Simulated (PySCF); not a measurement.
# How methods differ on the excitation energy of Cd

Cd [Kr] 4d10 5s2 (1S) → Cd [Kr] 4d9 5s2 5p1 (high-spin determinant), as a difference of total energies. Calculation: PySCF 2.14, in ANO-RCC-VTZP (7s6p4d2f1g, 68 functions); the spin-free X2C one-electron Hamiltonian (Gaussian nucleus). Correlated levels: valence: [Kr] frozen; valence and next inner shell: [Ar] 3d10 frozen. The calculations carry no spin-orbit coupling.

```json
{"method": "UHF", "excitation energy (eV)": "10.849"}
{"method": "LDA", "excitation energy (eV)": "12.240"}
{"method": "PBE", "excitation energy (eV)": "11.976"}
{"method": "r2SCAN", "excitation energy (eV)": "11.905"}
{"method": "PBEsol", "excitation energy (eV)": "12.052"}
{"method": "M06", "excitation energy (eV)": "12.152"}
{"method": "TPSSh", "excitation energy (eV)": "11.833"}
{"method": "MP2 (valence)", "excitation energy (eV)": "12.285"}
{"method": "MP2 (valence and next inner shell)", "excitation energy (eV)": "12.183"}
{"method": "SCS-MP2 (valence and next inner shell)", "excitation energy (eV)": "12.019"}
```

Task: Estimate what SCS-MP2 (valence) gives.

Result: 12.150 eV, closest to M06 among the rows shown.

Task: Estimate what PBE0 gives.

Result: 11.848 eV, closest to TPSSh among the rows shown.

A first-order spin-orbit estimate (lowest level to lowest level, LS coupling) adds -0.208 eV.

The upper state lies above the first ionisation limit, where it may autoionise and the basis confines it.

The basis was made for the ground configuration and has no added diffuse functions, so the excitation energy can come out too high.

The determinant of the upper state mixes LS terms, which raises its energy above the lowest term, most at the Hartree-Fock and MP2 levels.
